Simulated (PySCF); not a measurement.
**Nuclear quadrupole coupling in Al(OMe)3**

Compound: Al(OMe)3, C₃H₉AlO₃.
Structure used (PBE0-D3(BJ)/def2-SVP), in Å, numbered top down from 1:
```xyz
16
C3H9AlO3 angstrom
Al    -0.019   -0.015   -0.005
O      1.393    0.171   -0.907
C      2.629   -0.450   -1.023
H      2.731   -1.337   -0.370
H      3.444    0.249   -0.765
H      2.803   -0.782   -2.063
O     -1.281    1.087   -0.197
C     -1.528    2.231   -0.944
H     -0.669    2.529   -1.574
H     -1.769    3.083   -0.283
H     -2.395    2.082   -1.612
O     -0.165   -1.291    1.085
C     -1.103   -1.783    1.983
H     -0.649   -1.919    2.981
H     -1.477   -2.771    1.658
H     -1.978   -1.118    2.101
```

Field gradients from the PBE0/pcSseg-1 (pcSseg-2 on Al) density (PySCF, non-relativistic), principal values in atomic units, ordered |Vxx| ≤ |Vyy| ≤ |Vzz|:

```csv
atom,Vxx,Vyy,Vzz
Al1,-0.4556,-0.4629,0.9185
O2,-0.8296,-0.9044,1.7341
O7,-0.8294,-0.9045,1.7340
O12,-0.8339,-0.9029,1.7368
```

Q: Find the asymmetry η = (Vxx − Vyy)/Vzz and the couplings χ = eQV/h (234.96 MHz × Q in barn × V in au), with Q(27Al) = 0.1466 b, Q(17O) = −0.0256 b.

A: 
```csv
atom,environment,nucleus,η,χzz (MHz),χxx (MHz),χyy (MHz)
Al1,aluminium bonded to 3 O,27Al,0.01,31.64,-15.69,-15.94
O2,oxygen bonded to Al and C,17O,0.04,-10.43,4.99,5.44
O7,oxygen bonded to Al and C,17O,0.04,-10.43,4.99,5.44
O12,oxygen bonded to Al and C,17O,0.04,-10.45,5.02,5.43
```

The gradient is axial or nearly so (η below 0.05) at Al1, O2, O7 and O12. 

Q: What is Vzz at Al1 in SI units (1 au = 9.71736 × 10²¹ V/m²)?

A: 0.9185 au = 8.925 × 10²¹ V/m².

Q: And the gradient at the other heavy atoms, for which no coupling is worked out here?

A: 
```
atom                 environment  Vzz (au)     η
  C3  carbon bonded to O and 3 H     0.374  0.01
  C8  carbon bonded to O and 3 H     0.374  0.01
 C13  carbon bonded to O and 3 H     0.376  0.01
```

Q: What couplings would deuterons (Q(2H) = 0.00286 b) have in place of the hydrogens, at this geometry?

A: 
```
atom  bonded to  bond length (Å)  Vzz (au)     η  χzz (kHz)
  H4         C3            1.106    0.2740  0.09        184
  H5         C3            1.105    0.2777  0.07        187
  H6         C3            1.105    0.2777  0.07        187
  H9         C8            1.106    0.2737  0.09        184
 H10         C8            1.105    0.2781  0.07        187
 H11         C8            1.105    0.2781  0.07        187
 H14        C13            1.105    0.2784  0.07        187
 H15        C13            1.105    0.2778  0.07        187
 H16        C13            1.106    0.2742  0.09        184
```

One conformer (not necessarily the lowest) at the PBE0-D3(BJ)/def2-SVP geometry, without solvent, vibrations or thermal averaging. With so small a basis the couplings can be 20 % off.
